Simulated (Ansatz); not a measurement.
`[CH3][Nb](=[O])([F])[Cl]`. Total charge 0; spin multiplicity 1. Nb takes the def2 core potential. All single points use the PBE0-D4/def2-TZVP geometry.

```xyz
8

C     0.757   -0.811    0.246
Nb   -0.680    0.665   -0.294
O    -2.149   -0.117   -0.043
F    -0.477    1.062   -2.101
Cl   -0.463    2.422    1.161
H     1.771   -0.418    0.117
H     0.630   -1.703   -0.376
H     0.610   -1.102    1.290
```

Question: What is the dipole moment at PBE/def2-TZVPP? (An estimate is asked.)

Answer: The calculation gave: 2.04 D, with components (1.97, -0.53, 0.17) D in this frame, pointing from negative to positive charge.

Question: And with r2SCAN, B3LYP, ωB97M-V? (Best estimate.)

Answer: Computed: r2SCAN 2.17 D, B3LYP 2.19 D, ωB97M-V 2.15 D.

Question: Give the Mulliken charges with PBE, ωB97M-V, B3LYP in def2-TZVPP. (Estimate.)

Answer: The calculation gave: 
| atom | PBE | ωB97M-V | B3LYP |
| --- | --- | --- | --- |
| C1 | -0.46 | -0.50 | -0.46 |
| Nb2 | 1.15 | 1.20 | 1.29 |
| O3 | -0.43 | -0.47 | -0.48 |
| F4 | -0.33 | -0.38 | -0.38 |
| Cl5 | -0.29 | -0.28 | -0.31 |
| H6 | 0.11 | 0.13 | 0.11 |
| H7 | 0.12 | 0.14 | 0.12 |
| H8 | 0.12 | 0.14 | 0.12 |

B3LYP here is the variant with VWN-RPA as its local correlation; programs differ in this.
